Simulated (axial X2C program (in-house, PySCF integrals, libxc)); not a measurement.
**SnI: from the spin-free to the two-component result**

All values were computed with an axial X2C code built on PySCF integrals. Spin-free means the one-electron spin-free X2C Hamiltonian; two-component (2c) means X2C with spin–orbit coupling and atomic mean-field two-electron Coulomb and Gaunt terms, so the difference of the two also holds small scalar two-electron terms. Basis: I dyall-cv3z [11s12p8d4f1g], Sn dyall-cv3z [11s12p9d4f1g] (cores contracted in-house); Gaussian nuclei, density fitting, unrestricted open shells. Masses: I 126.904 u, Sn 119.902 u.

Spin-free state: M_S = 1/2, Λ = 1 (beyond evenly filled blocks: π+α); fragments I + Sn.

```
  level  Re (Å)  ωe (cm⁻¹)  De (eV)  μ (D)
   PBE0   2.718      195.9    3.053   2.19
     HF   2.758      188.9    1.793   2.93
    MP2   2.736      196.5    2.891    n/a
   CCSD   2.744      194.0    2.718    n/a
CCSD(T)   2.745      193.7    2.831    n/a
  PBE50   2.699      201.8    2.936   2.31
```

Correlated methods: 11 electrons correlated (number of frozen shells: I 4 s, 3 p, 2 d; Sn 4 s, 3 p, 2 d), 307 virtual spin orbitals or spinors in MP2, 90 natural virtuals in coupled cluster.

Dipoles are positive if Sn is the positive end.

Problem. Within this multiplet, which Ω should lie lowest by the rule for regular and inverted multiplets?

Solution. The open π shell holds one electron, so the multiplet is regular: Ω = Λ − 1/2 = 1/2. The PBE0 2c search agrees.

Two-component determinant lowest at the distance of the search:

Ω = 1/2 (⟨Sz⟩ = -0.50, ⟨Lz⟩ = 1.00 at HF); fragments I + Sn.

```csv
level,Re (Å),ωe (cm⁻¹),μ (D)
PBE0,2.722,194.0,2.15
HF,2.761,187.4,2.91
MP2,2.739,195.3,n/a
CCSD,2.747,192.6,n/a
CCSD(T),2.748,192.3,n/a
PBE50,2.703,200.3,2.27
```

Problem. From the two tables, how do the constants change at the CCSD(T) level (2c against spin-free)?

Solution. At the CCSD(T) level Re rises by 0.003 Å and ωe drops by 1.4 cm⁻¹.

Occupations by symmetry block were frozen at the best pattern of an incomplete PBE0 search. Dissociation energies refer to the lowest single-determinant-based atoms at the same level and basis. De is not given where an atomic determinant may have missed its ground term or J level, or where the truncated virtual space spoils (T). Density functionals use the spin component along the axis (collinear). CCSD and (T) use frozen natural virtuals with an MP2 correction for the truncation; (T) itself is uncorrected, so its De runs slightly low. Without a current term, density functionals place determinants with orbital angular momentum somewhat too high. With the outer-core shells frozen, correlated bond lengths of heavy atoms tend to come out a few hundredths of an ångström too long.
